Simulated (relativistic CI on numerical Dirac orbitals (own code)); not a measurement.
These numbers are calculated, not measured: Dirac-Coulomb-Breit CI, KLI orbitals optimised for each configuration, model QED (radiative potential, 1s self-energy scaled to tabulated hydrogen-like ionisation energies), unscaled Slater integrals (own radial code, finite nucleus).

Configurations in the expansion (outside the closed core [Ar]): 3d10 4s2, 3d10 4s 4p, 3d10 4p2, 3d10 4s 4d, 3d10 4d2, 3d10 4s 4f, 3d10 4p 4d, 3d10 4f2, 3d10 4p 4f, 3d10 4d 4f, 3d10 4s 5s, 3d10 4s 5p, 3d10 4s 5d, 3d10 4s 5f, 3d10 4s 5g, 3d10 4s 6s, 3d10 4s 6p, 3d10 4s 6d, 3d10 4s 6f, 3d10 4s 7s, 3d9 4s2 4p, 3d9 4s2 4d, 3d9 4s2 4f, 3d9 4s2 5s, 3d9 4s2 5p, 3d9 4s2 5d. Double excitations out of closed p, d and f shells are left out; levels of such configurations are missing from the list, as are those of other unlisted configurations, and high levels can miss mixing partners. These lack a partner that the ground configuration has and come out too high: 3d9 4s2 4p, 3d9 4s2 4d, 3d9 4s2 4f, 3d9 4s2 5s, 3d9 4s2 5p.

At this charge energies of transitions that change n are usually good to better than 1 %, and those within a shell (Δn = 0) to a few per cent.

Outline of the computed level scheme of Tm XL. Lowest level of each configuration: 3d10 4s2 1S_0 at 0.000 eV; 3d10 4s 4p 3P°_0 at 75.179 eV; 3d10 4p2 3P_0 at 173.401 eV; 3d10 4s 4d 3D_1 at 285.751 eV; 3d10 4p 4d 3F°_2 at 365.019 eV; 3d10 4s 4f 3F°_2 at 450.291 eV; 3d10 4p 4f 3G_3 at 533.050 eV; 3d10 4d2 3F_2 at 578.287 eV.

Some strong electric-dipole decays among the lowest 45 levels: 3d10 4p 4d 3D°_1 → 3d10 4p2 3P_0 (7.8e+11 s⁻¹); 3d10 4p 4d 1F°_3 → 3d10 4s 4d 1D_2 (7.3e+11 s⁻¹); 3d10 4d2 3F_2 → 3d10 4p 4d 3D°_1 (6.6e+11 s⁻¹); 3d10 4s 4d 3D_2 → 3d10 4s 4p 3P°_1 (6.5e+11 s⁻¹); 3d10 4s 4d 1D_2 → 3d10 4s 4p 1P°_1 (6.2e+11 s⁻¹); 3d10 4d2 3P_1 → 3d10 4p 4d 3P°_2 (5.6e+11 s⁻¹); 3d10 4p2 1S_0 → 3d10 4s 4p 1P°_1 (5.2e+11 s⁻¹); 3d10 4d2 3F_2 → 3d10 4p 4d 3F°_2 (5.0e+11 s⁻¹).

LS names give the leading component of a level, which can be under half, so a name can repeat, a term be missing and a line seem to break the LS rules.
